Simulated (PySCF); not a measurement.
C₆H₇, SMILES [C]1=CCCC=C1 (connectivity only; charge and spin as stated), charge +1, multiplicity 1. Geometry optimised at PBE-D3(BJ)/def2-SVP. The spin state was assumed, not searched. The isomer is the one that the SMILES or the coordinates give; other isomers of the formula were not compared. One conformer was computed; it need not be the lowest.

Calculation: PySCF with PBE-D3(BJ)/def2-SVP.

Harmonic wavenumbers (cm⁻¹): 182, 226, 284, 512, 546, 611, 704, 763, 813, 828, 881, 894, 961, 985, 1016, 1092, 1119, 1134, 1178, 1233, 1286, 1336, 1357, 1382, 1459, 1797, 2919, 3007, 3051, 3071, 3092, 3139, 3148. Rotational constants (GHz): 5.783, 4.820, 2.846; symmetry number 1.

Q: Work out the zero-point energy and the ideal-gas rigid-rotor harmonic-oscillator thermochemistry at 298.15 K and 1 atm.

A: ZPE = ½ Σ hcν = ½ × 46005 cm⁻¹ = 65.77 kcal/mol. H − E(el) = 69.92 kcal/mol. Entropy in cal/(mol K): translation 39.02, rotation 25.81, vibration 9.22, total 74.05. G − E(el) = 47.84 kcal/mol. Cp = 23.52 cal/(mol K).
